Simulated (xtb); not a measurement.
xtb input:

```bash
xtb mol.xyz --gfn 2 --sp --chrg -1 --uhf 0
```
mol.xyz:
```
13

Si     2.02095777    -0.02545036     0.09773607
C      0.21594553     0.00357760    -0.03212696
C     -0.63024388     1.14042318     0.12371557
C     -1.96261309     0.72113858     0.03945976
C     -1.97023874    -0.68074534    -0.16790820
C     -0.64254302    -1.12062687    -0.21074104
H      2.65326056    -1.11871826    -0.71037478
H      2.66613533     1.24815304    -0.36026499
H      2.61734961    -0.23111926     1.46620226
H     -0.29084995     2.15824253     0.27322042
H     -2.83622012     1.35904059     0.10235256
H     -2.85068526    -1.30020063    -0.29100486
H     -0.31423978    -2.14169590    -0.36283045
```

Q: Predict the final energy.

A: -16.15658 Eh (GFN2-xTB).

It need not be the lowest isomer of its formula. Whether it binds its extra electron was not tested at this geometry.
